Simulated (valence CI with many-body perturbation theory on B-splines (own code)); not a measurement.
## Pt⁶³⁺: magnetic and hyperfine properties of the levels

Computed by configuration interaction combined with many-body perturbation theory (CI+MBPT): five valence electrons over a frozen Dirac-Fock core [Ne], a basis of 11 s, 11 p, 10 d, 8 f, 5 g, 2 h functions for each j, with the one-electron correlation potential Σ1 (screened to all orders), the two-electron term Σ2, the three-electron term Σ3, Breit, model QED; selected single and double excitations, second order for the rest, scaled by the run's own slope (own B-spline code, finite nucleus).

No measured spectrum was set against this ion. As an estimate, large intervals hold to a few tenths of a per cent, small ones and those within an open d or f shell to about a per cent. Among the levels kept, up to 3100 cm⁻¹ of a level comes from second order outside the variational space, and about a tenth of that is noise between levels of different J, which matters for small intervals.

A/g_I is the dipole constant over the nuclear g factor μ/I (μ in nuclear magnetons, uniformly magnetised nucleus), B/Q the quadrupole constant per barn. Both hold the static response of the core; the bare values leave it out. Large factors of s and p1/2 electrons are usually good to 5 to 10 %; those of open d and f shells near neutrality can be off by tens of per cent, and small factors of p3/2, d and f electrons come from cancelling terms and can be off by a factor of two or in sign, in half-filled shells by more. B is blank for J = 1/2, where it vanishes, and for nearly pure S terms. Energies count from the lowest level.

Levels are named by their leading jj configuration (3d3/2^4 stands for four electrons in 3d with j = 3/2), which in mixed levels can hold well under half, so a name can repeat and another be missing. Letters in brackets count levels of one name in rising energy.

| Level | E (Ry) | g | A/g_I (MHz) | A/g_I bare | B/Q (MHz/b) | B/Q bare |
| --- | --- | --- | --- | --- | --- | --- |
| (3s^2 3p1/2^2 3p3/2) J=3/2 | 0.000 | 1.336 | 252000 | 251000 | 500000 | 494000 |
| (3s^2 3p1/2^2 3d3/2) J=3/2 | 18.067 | 0.777 | 136000 | 139000 | 85500 | 88100 |
| (3s^2 3p1/2^2 3d5/2) J=5/2 | 26.761 | 1.191 | 56400 | 59700 | 76500 | 79200 |
| (3s^2 3p1/2 3p3/2^2) J=3/2 | 32.558 | 1.452 | -179000 | -171000 | 31600 | 31200 |
| (3s^2 3p1/2 3p3/2^2) J=5/2 | 33.473 | 1.184 | 692000 | 683000 | -895 | -876 |
| (3s^2 3p1/2 3p3/2^2) J=1/2 | 34.686 | 0.645 | 2430000 | 2390000 |  |  |
| (3s 3p1/2^2 3p3/2^2) J=5/2 | 46.521 | 1.453 | 1560000 | 1540000 | 88100 | 86900 |
| (3s 3p1/2^2 3p3/2^2) J=3/2 | 48.800 | 1.143 | -839000 | -817000 | -43000 | -42300 |
| (3s 3p1/2^2 3p3/2^2) J=1/2 | 49.010 | 2.016 | 6380000 | 6260000 |  |  |
| (3s^2 3p1/2 3p3/2 3d3/2) J=5/2 [a] | 50.403 | 0.955 | 517000 | 512000 | -47200 | -44900 |
| (3s^2 3p1/2 3p3/2 3d3/2) J=1/2 [a] | 50.674 | 0.221 | 893000 | 884000 |  |  |
| (3s^2 3p1/2 3p3/2 3d3/2) J=3/2 [a] | 50.710 | 0.901 | 520000 | 515000 | -301000 | -298000 |
| (3s^2 3p1/2 3p3/2 3d3/2) J=7/2 | 51.366 | 1.015 | 513000 | 508000 | 561000 | 557000 |
| (3s^2 3p1/2 3p3/2 3d3/2) J=5/2 [b] | 53.723 | 1.149 | 55100 | 59200 | 526000 | 521000 |
| (3s^2 3p1/2 3p3/2 3d3/2) J=1/2 [b] | 54.574 | 1.658 | 1730000 | 1700000 |  |  |
| (3s^2 3p1/2 3p3/2 3d3/2) J=3/2 [b] | 54.667 | 1.210 | -139000 | -131000 | 23800 | 22100 |
| (3s^2 3p1/2 3p3/2 3d5/2) J=7/2 [a] | 58.056 | 1.300 | -126000 | -119000 | 555000 | 551000 |
| (3s^2 3p1/2 3p3/2 3d5/2) J=9/2 | 59.063 | 1.177 | 384000 | 381000 | 567000 | 564000 |
| (3s^2 3p1/2 3p3/2 3d5/2) J=3/2 [a] | 59.080 | 1.325 | -391000 | -379000 | -190000 | -187000 |
| (3s^2 3p1/2 3p3/2 3d5/2) J=5/2 [a] | 59.349 | 1.111 | 495000 | 490000 | -365000 | -359000 |
| (3s^2 3p1/2 3p3/2 3d5/2) J=5/2 [b] | 60.855 | 1.279 | -116000 | -110000 | 14600 | 16000 |
| (3s^2 3p1/2 3p3/2 3d5/2) J=7/2 [b] | 61.003 | 1.124 | 443000 | 439000 | -15500 | -12900 |
| (3s^2 3p1/2 3p3/2 3d5/2) J=3/2 [b] | 61.686 | 0.932 | 733000 | 724000 | 50100 | 50400 |
| (3s^2 3p1/2 3p3/2 3d5/2) J=1/2 | 61.979 | 1.222 | -753000 | -734000 |  |  |
| (3s 3p1/2^2 3p3/2 3d3/2) J=5/2 [a] | 64.274 | 1.250 | 1240000 | 1220000 | 156000 | 153000 |
| (3s 3p1/2^2 3p3/2 3d3/2) J=3/2 [a] | 64.437 | 1.241 | 628000 | 621000 | 9850 | 7890 |
| (3s 3p1/2^2 3p3/2 3d3/2) J=1/2 [a] | 64.626 | 2.337 | 3740000 | 3680000 |  |  |
| (3s 3p1/2^2 3p3/2 3d3/2) J=7/2 | 65.131 | 1.232 | 1170000 | 1160000 | 546000 | 542000 |
| (3s 3p1/2^2 3p3/2 3d3/2) J=3/2 [b] | 66.515 | 1.013 | 632000 | 625000 | -266000 | -262000 |
| (3s 3p1/2^2 3p3/2 3d3/2) J=5/2 [b] | 67.346 | 0.866 | -264000 | -253000 | 279000 | 278000 |
| (3s^2 3p3/2^3) J=3/2 | 67.428 | 1.295 | 282000 | 280000 | -521000 | -515000 |
| (3s 3p1/2^2 3p3/2 3d3/2) J=1/2 [b] | 67.727 | 0.551 | 1250000 | 1230000 |  |  |
| (3s^2 3p1/2 3d3/2^2) J=5/2 | 69.640 | 0.793 | 375000 | 373000 | 121000 | 120000 |
| (3s 3p1/2^2 3p3/2 3d5/2) J=9/2 | 71.941 | 1.338 | 916000 | 904000 | 562000 | 558000 |
| (3s^2 3p1/2 3d3/2^2) J=1/2 | 72.970 | 0.633 | 2420000 | 2380000 |  |  |
| (3s^2 3p1/2 3d3/2^2) J=3/2 | 73.196 | 0.821 | -372000 | -359000 | -51400 | -50600 |
| (3s 3p1/2^2 3p3/2 3d5/2) J=5/2 [a] | 73.284 | 1.368 | 1360000 | 1340000 | -272000 | -268000 |
| (3s 3p1/2^2 3p3/2 3d5/2) J=7/2 [a] | 73.847 | 1.263 | 618000 | 611000 | 264000 | 263000 |
| (3s 3p1/2^2 3p3/2 3d5/2) J=3/2 [a] | 74.176 | 1.089 | -734000 | -713000 | -255000 | -252000 |
| (3s 3p1/2^2 3p3/2 3d5/2) J=7/2 [b] | 75.165 | 1.176 | -143000 | -134000 | 281000 | 281000 |

**Question.** Take the isotope of mass number 195, with I = 1/2, μ = 0.6073 μN. What is the hyperfine structure of (3s^2 3p1/2 3p3/2^2) J=3/2?

**Answer.** From the table A = -217000 MHz. Shifts from the centre of gravity in MHz: F = 1: 271000, F = 2: -163000.
